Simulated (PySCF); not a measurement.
A calculated (r2SCAN0, PySCF 2.14, x2c-TZVPPall with one added diffuse shell each of s, p, d type, the spin-free X2C one-electron Hamiltonian (Gaussian nucleus)) atom or ion has these occupied shells.

| shell | electrons | orbital energy (eV) | rms radius, mean of both spins (bohr) |
| --- | --- | --- | --- |
| 1s | 2 | -11051.5 | 0.0542 |
| 2s | 2 | -1421.5 | 0.227 |
| 2p | 6 | -1242.3 | 0.203 |
| 3s | 2 | -200.65 | 0.668 |
| 3p | 6 | -144.82 | 0.700 |
| 3d | 10 | -53.685 | 0.820 |
| 4s | 2 | -30.504 | 2.08 |

Task: Name the element and its charge.

Result: Ge²⁺ (germanium, charge +2), in [Ar] 3d10 4s2, closed-shell 1S.
